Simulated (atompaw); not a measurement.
**u(r) = r·R(r): atom against pseudo-atom (Si (Z = 14))**

Columns: radius, all-electron u(r) and pseudo u(r) of the 3s shell (level -10.83 eV) of silicon in the configuration [Ne] 3s2 3p2; LDA (PW92), non-relativistic, PAW (atompaw) scheme, atompaw 4.2.0.5.

```tsv
r (bohr)	all-electron	pseudo
0.069	0.1755	0.0378
0.138	0.0326	0.0756
0.208	-0.1488	0.1140
0.277	-0.2761	0.1519
0.346	-0.3368	0.1898
0.415	-0.3398	0.2276
0.485	-0.2987	0.2659
0.554	-0.2290	0.3036
0.623	-0.1418	0.3409
0.692	-0.0458	0.3778
0.762	0.0540	0.4147
0.831	0.1503	0.4503
0.900	0.2416	0.4849
0.969	0.3258	0.5184
1.038	0.4020	0.5503
1.108	0.4706	0.5810
1.177	0.5295	0.6093
1.246	0.5799	0.6353
1.315	0.6222	0.6589
1.385	0.6574	0.6800
1.454	0.6849	0.6978
1.523	0.7059	0.7124
1.592	0.7210	0.7238
1.662	0.7309	0.7317
1.731	0.7358	0.7359
1.800	0.7365	0.7365
```

How many radial nodes do the two functions have?

The all-electron 3s function has n − l − 1 = 2; the pseudo-wave has 0, since the states of the same l below it are removed with the core.

Is the pseudo-wave norm-conserving?

No, it belongs to a PAW set: the norm inside the radius is not constrained, and the difference is carried by the augmentation charge.
